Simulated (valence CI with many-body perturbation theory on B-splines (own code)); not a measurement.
**Energy levels of La43+**

Level of theory: valence CI with perturbative core correlation (CI+MBPT): four valence electrons over a frozen Dirac-Fock core [Ne], a basis of 11 s, 11 p, 10 d, 8 f, 5 g, 2 h functions for each j, with the one-electron correlation potential Σ1, the two-electron term Σ2, the three-electron term Σ3, Breit, model QED; selected CI, second order for the rest, scaled by the run's own slope (own B-spline code, finite nucleus).

No measured spectrum was set against this ion. As an estimate, large intervals hold to a few tenths of a per cent, small ones and those within an open d or f shell to about a per cent. Among the levels kept, up to 550 cm⁻¹ of a level comes from second order outside the variational space, and about a tenth of that is noise between levels of different J, which matters for small intervals.

Levels 46 to 90 of 171, with energies above the lowest level, (3s^2 3p1/2^2) J=0. "Leading %" is the weight of the configuration and term that name the level; weights of strongly mixed levels are sums over their largest components and can fall short. In the jj column 3d3/2^4 stands for four electrons in 3d with j = 3/2. Lifetimes count E1, E2, E3, M1 and M2 decay at the calculated energies, and are blank where another channel may lead or the interval is too uncertain; long ones can be off by a factor of two.

| No. | Configuration | Term | J | E (eV) | Leading % | Lifetime | g | Second component | Leading jj |
| --- | --- | --- | --- | --- | --- | --- | --- | --- | --- |
| 46 | 3s3p²3d | ¹P | 1 | 490.47 | 27 | 2.73 ps | 1.068 | 14 % 3s3p²3d ³D | 3s 3p1/2 3p3/2 3d3/2 (53 %) |
| 47 | 3s3p²3d | ³G | 3 | 490.56 | 54 | 3.04 ps | 0.892 | 25 % 3s3p²3d ¹F | 3s 3p1/2 3p3/2 3d3/2 (96 %) |
| 48 | 3s3p²3d | ³F | 3 | 498.44 | 37 | 6.80 ps | 1.247 | 27 % 3s3p²3d ⁵D | 3s 3p1/2 3p3/2 3d5/2 (82 %) |
| 49 | 3s3p²3d | ³D | 1 | 498.73 | 56 | 3.12 ps | 0.911 | 27 % 3s3p²3d ³P | 3s 3p1/2 3p3/2 3d3/2 (51 %) |
| 50 | 3s3p²3d | ¹D | 2 | 507.22 | 27 | 3.82 ps | 1.170 | 20 % 3s3p²3d ³P | 3s 3p1/2 3p3/2 3d5/2 (68 %) |
| 51 | 3s3p²3d | ¹G | 4 | 507.83 | 45 | 11.4 ps | 1.151 | 31 % 3s3p²3d ³F | 3s 3p1/2 3p3/2 3d5/2 (78 %) |
| 52 | 3s3p²3d | ³D | 3 | 507.93 | 57 | 3.39 ps | 1.253 | 22 % 3s3p²3d ³F | 3s 3p1/2 3p3/2 3d5/2 (75 %) |
| 53 | 3s3p²3d | ³P | 0 | 510.05 | 75 | 2.03 ps |  | 16 % 3s²3d² ³P | 3s 3p1/2 3p3/2 3d3/2 (59 %) |
| 54 | 3s3p²3d | ³D | 1 | 510.21 | 39 | 1.30 ps | 1.010 | 23 % 3s3p²3d ³P | 3s 3p1/2 3p3/2 3d3/2 (78 %) |
| 55 | 3s3p²3d | ³F | 2 | 513.52 | 21 | 1.29 ps | 0.936 | 19 % 3s3p²3d ¹D | 3s 3p1/2 3p3/2 3d3/2 (66 %) |
| 56 | 3s3p²3d | ³D | 3 | 516.88 | 34 | 3.22 ps | 1.168 | 24 % 3s3p²3d ³F | 3s 3p1/2 3p3/2 3d5/2 (88 %) |
| 57 | 3s3p²3d | ³G | 4 | 517.58 | 46 | 4.29 ps | 1.127 | 36 % 3s3p²3d ³F | 3s 3p1/2 3p3/2 3d5/2 (89 %) |
| 58 | 3s3p²3d | ³D | 1 | 519.79 | 52 | 5.37 ps | 0.792 | 20 % 3s3p²3d ¹P | 3s 3p1/2 3p3/2 3d5/2 (87 %) |
| 59 | 3s3p²3d | ³P | 1 | 528.68 | 38 | 3.59 ps | 1.410 | 27 % 3s3p²3d ³S | 3s 3p1/2 3p3/2 3d5/2 (87 %) |
| 60 | 3s3p²3d | ³F | 3 | 529.97 | 35 | 2.37 ps | 1.088 | 32 % 3s3p²3d ¹F | 3s 3p1/2 3p3/2 3d5/2 (82 %) |
| 61 | 3s3p²3d | ³D | 2 | 530.64 | 31 | 3.02 ps | 1.174 | 13 % 3s3p²3d ³P | 3s 3p1/2 3p3/2 3d5/2 (79 %) |
| 62 | 3s3p²3d | ³P | 0 | 533.03 | 38 | 2.11 ps |  | 32 % 3s3p²3d ¹S | 3s 3p1/2 3p3/2 3d5/2 (61 %) |
| 63 | 3s3p²3d | ³D | 2 | 536.73 | 33 | 1.57 ps | 1.171 | 25 % 3s3p²3d ³P | 3s 3p1/2 3p3/2 3d5/2 (82 %) |
| 64 | 3s²3d² | ³F | 2 | 549.77 | 58 | 908 fs | 0.815 | 13 % 3s²3d² ¹D | 3s^2 3d3/2^2 (71 %) |
| 65 | 3p⁴ | ¹D | 2 | 560.93 | 38 | 1.87 ps | 1.127 | 18 % 3s3p²3d ³D | 3p1/2 3p3/2^3 (46 %) |
| 66 | 3s²3d² | ³F | 3 | 561.53 | 60 | 1.66 ps | 1.165 | 15 % 3s3p²3d ³D | 3s^2 3d3/2 3d5/2 (60 %) |
| 67 | 3s²3d² | ³F | 4 | 564.32 | 46 | 3.44 ps | 1.248 | 14 % 3s3p²3d ⁵D | 3s^2 3d3/2 3d5/2 (37 %) |
| 68 | 3s²3d² | ³P | 0 | 565.28 | 61 | 766 fs |  | 19 % 3s3p²3d ³P | 3s^2 3d3/2^2 (62 %) |
| 69 | 3p⁴ | ³P | 1 | 565.75 | 36 | 1.59 ps | 1.427 | 19 % 3s3p²3d ¹P | 3p1/2 3p3/2^3 (36 %) |
| 70 | 3s²3d² | ³P | 2 | 566.79 | 28 | 1.61 ps | 1.304 | 14 % 3s3p²3d ³D | 3s^2 3d3/2 3d5/2 (46 %) |
| 71 | 3p⁴ | ³P | 1 | 566.95 | 34 | 1.28 ps | 1.528 | 25 % 3s²3d² ³P | 3p1/2 3p3/2^3 (34 %) |
| 72 | 3s²3d² | ¹G | 4 | 577.09 | 49 | 5.68 ps | 1.148 | 30 % 3s3p²3d ³F | 3s 3p3/2^2 3d5/2 (42 %) |
| 73 | 3s²3d² | ³F | 3 | 586.04 | 22 | 1.64 ps | 1.262 | 20 % 3s3p²3d ³F | 3s 3p3/2^2 3d3/2 (57 %) |
| 74 | 3s²3d² | ¹D | 2 | 587.85 | 34 | 1.58 ps | 1.164 | 12 % 3s²3d² ³F | 3s 3p3/2^2 3d3/2 (32 %) |
| 75 | 3s3p²3d | ³P | 0 | 588.37 | 48 | 9.34 ps |  | 26 % 3s²3d² ¹S | 3s 3p3/2^2 3d5/2 (66 %) |
| 76 | 3s3p²3d | ³G | 5 | 589.47 | 52 | 11.9 ps | 1.289 | 48 % 3s3p²3d ⁵F | 3s 3p3/2^2 3d5/2 (96 %) |
| 77 | 3s²3d² | ³P | 2 | 591.87 | 44 | 2.30 ps | 1.294 | 16 % 3s²3d² ¹D | 3s^2 3d5/2^2 (54 %) |
| 78 | 3s²3d² | ³P | 1 | 592.29 | 36 | 1.29 ps | 1.369 | 20 % 3s3p²3d ³P | 3s 3p3/2^2 3d3/2 (52 %) |
| 79 | 3p³3d | ³F° | 2 | 596.09 | 20 | 8.12 ps | 0.961 | 16 % 3p³3d ³D° | 3p1/2^2 3p3/2 3d3/2 (78 %) |
| 80 | 3s3p²3d | ³F | 4 | 596.95 | 39 | 1.59 ps | 1.183 | 14 % 3s3p²3d ³G | 3s 3p3/2^2 3d3/2 (65 %) |
| 81 | 3p³3d | ³P° | 0 | 603.82 | 49 | 5.65 ps |  | 25 % 3p³3d ⁵D° | 3p1/2^2 3p3/2 3d3/2 (85 %) |
| 82 | 3p³3d | ³F° | 3 | 605.69 | 27 | 4.41 ps | 1.114 | 18 % 3p³3d ³G° | 3p1/2^2 3p3/2 3d3/2 (81 %) |
| 83 | 3s3p²3d | ³D | 1 | 605.88 | 32 | 1.36 ps | 1.173 | 17 % 3s3p²3d ³P | 3s 3p3/2^2 3d3/2 (69 %) |
| 84 | 3p³3d | ³D° | 1 | 607.38 | 29 | 3.94 ps | 1.133 | 27 % 3p³3d ⁵D° | 3p1/2^2 3p3/2 3d3/2 (88 %) |
| 85 | 3s²3d² | ³F | 4 | 607.74 | 33 | 2.38 ps | 1.215 | 22 % 3s3p²3d ³F | 3s^2 3d5/2^2 (48 %) |
| 86 | 3s3p²3d | ¹F | 3 | 611.94 | 29 | 2.37 ps | 1.113 | 20 % 3s3p²3d ³F | 3s 3p3/2^2 3d5/2 (66 %) |
| 87 | 3s3p²3d | ³P | 0 | 613.48 | 70 | 1.04 ps |  | 9 % 3s²3d² ³P | 3s 3p3/2^2 3d3/2 (79 %) |
| 88 | 3s3p²3d | ³D | 1 | 614.75 | 26 | 2.12 ps | 1.273 | 22 % 3s3p²3d ³S | 3s 3p3/2^2 3d5/2 (69 %) |
| 89 | 3s3p²3d | ³D | 2 | 615.25 | 47 | 1.34 ps | 1.175 | 9 % 3s3p²3d ¹D | 3s 3p3/2^2 3d3/2 (77 %) |
| 90 | 3s3p3d² | ⁵G° | 2 | 618.49 | 67 | 6.38 ps | 0.485 | 22 % 3s3p3d² ³F° | 3s 3p1/2 3d3/2^2 (84 %) |

Where two levels of one J and parity lie close, their mixing, g and order are uncertain.
